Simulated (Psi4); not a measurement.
Complex: GeH4 (SMILES [GeH4]) (first 5 atoms) with CH3NO (SMILES NC=O); geometry from B3LYP-D3(BJ)/def2-TZVP, rigid monomers moved along the line of their centres of mass till Ge1···O8 is 3.72 Å.
(charge 0, multiplicity 1):
```xyz
11

Ge    -0.152    -0.514    -0.002
H     -1.495     0.143     0.323
H      0.050    -0.534    -1.531
H     -0.076    -1.944     0.537
H      0.996     0.326     0.592
N      1.215     0.713     4.152
C      0.091     0.033     4.477
O     -0.656    -0.493     3.680
H      1.474     0.807     3.183
H      1.794     1.128     4.860
H     -0.086    -0.001     5.567
```

Level of theory: Psi4 with SAPT0/aug-cc-pVDZ.

**Question.** Which attractive term is largest, and how does the interaction split up?

**Answer.** electrostatics -1.33, exchange 0.97, induction -0.50, dispersion -1.27, total -2.13 kcal/mol; the largest attraction is electrostatics.
